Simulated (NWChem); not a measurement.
C₃H₃Cl; SMILES C=C=CCl

```xyz
7

C      0.3515     2.3318     0.0000
C     -0.1684     1.1327     0.0000
C     -0.7069    -0.0590     0.0000
Cl     0.2221    -1.5248     0.0000
H      0.5780     2.8538    -0.9366
H      0.5780     2.8538     0.9366
H     -1.7890    -0.2177     0.0000
```
Atoms are numbered in this order, from 1.

All runs: NWChem. Pople sets run with spherical d functions. Geometry: optimised at PBE0/def2-SVP. Total energies compare along this basis series because the functional is fixed.

```
level         basis functions  energy (Ha)  highest occupied level (eV)  orbital gap (eV)  dipole (D)
------------  ---------------  -----------  ---------------------------  ----------------  ----------
PBE/STO-3G                 27    -569.4475                        -4.43              5.21        1.89
PBE/3-21G                  46    -573.0429                        -6.07              4.59        1.89
PBE/6-31G*                 66    -575.8851                        -5.96              4.48        1.71
PBE/6-311G**               98    -575.9508                        -6.19              4.41        1.76
```
